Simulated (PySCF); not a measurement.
# Electronic structure of Fe⁻ (iron, charge -1) at the UHF level

Configuration: [Ar] 3d7 4s2, high-spin 4F determinant. Computed with PySCF 2.14 in aug-cc-pVTZ-DK (8s7p5d3f2g, 93 functions), with scalar relativity by spin-free X2C-1e.

- Total energy: -1271.264077 hartree
- One-electron energy: -1765.2574 hartree
- Hartree (Coulomb) energy: 549.1420 hartree
- Exchange energy: -55.1487 hartree
- ⟨S²⟩: 3.9848
- ⟨L²⟩: 12.039
- Sum of ⟨r⟩: 27.60 bohr
- Sum of ⟨r²⟩: 89.63 bohr²
- Langevin diamagnetic susceptibility: -71.0 ×10⁻⁶ cm³/mol

```tsv
shell	electrons	mean orbital energy (eV)	spread (eV)	rms radius, mean of both spins (bohr)
1s α	1	-7165.1	0	0.0675
1s β	1	-7165.1	0	0.0675
2s α	1	-873.32	0	0.288
2s β	1	-871.04	0	0.288
2p α	3	-739.19	0	0.260
2p β	3	-736.95	0	0.260
3s α	1	-108.85	0	0.877
3s β	1	-101.91	0	0.877
3p α	3	-69.369	0	0.946
3p β	3	-61.050	0	0.946
3d α	5	-7.322	1.308	1.41
3d β	2	-3.739	0	1.41
4s α	1	-1.532	0	5.84
4s β	1	0.043	0	5.84
```

⟨S²⟩ = 3.98 against 3.75 shows spin contamination. At UHF the highest occupied level has a positive energy, so only the finite basis holds that electron.

Densities and radii are taken from the X2C orbitals without a picture-change correction, which distorts them close to the nucleus.

Spin-orbit constants ζ (cm⁻¹) from the X2C one-electron operator on these orbitals: bare nucleus, nucleus screened by l(l+1)(2l+1)/3 electrons, and screened by the Breit-Pauli mean field of the electrons.

```csv
shell,bare,screened nucleus,mean field
2p,70830,65380,62920
3p,8375,7731,7388
3d,689.2,424.1,378.2
```

To first order the Landé constant is A = -126.1 cm⁻¹, so the lowest level has J = 9/2 and lies 0.0703 eV below the centre of the term. This holds in LS coupling only.
